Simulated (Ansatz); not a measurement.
System: CH$_{3}$Se, charge 0, doublet. CH3Se (SMILES C[Se], doublet).
B3LYP-D3(BJ)/def2-TZVP minimum from Ansatz (a program for electronic structure):
```xyz
5

C      0.7415    -1.2865    -0.3234
Se    -0.2139     0.3661     0.0914
H      1.7858    -1.1116    -0.0572
H      0.6798    -1.5062    -1.3862
H      0.3576    -2.1092     0.2745
```
Charge 0, spin multiplicity 2.

Total energies in cc-pVDZ, 13 correlated electrons, 15 frozen orbitals. UHF or UKS for unpaired electrons; spin-orbit terms are left out. Correlated methods leave the cores frozen (noble-gas shells, and filled d and f shells in the p block). No relativity.

```
method    program  energy (Eh)  minus CCSDTQ (mEh)
--------  -------  -----------  ------------------
HF         Ansatz  -2439.41235              280.09
MP2        Ansatz  -2439.65285               39.59
CCSD       Ansatz  -2439.68452                7.92
CCSD(T)    Ansatz  -2439.69136                1.08
CCSDT(Q)   Ansatz  -2439.69245                0.00
CCSDTQ     Ansatz  -2439.69244                0.00
```

Rough core times of Ansatz's runs on a shared machine: CCSD(T) under 20 s, CCSDT(Q) 2 min, CCSDTQ 2 h.
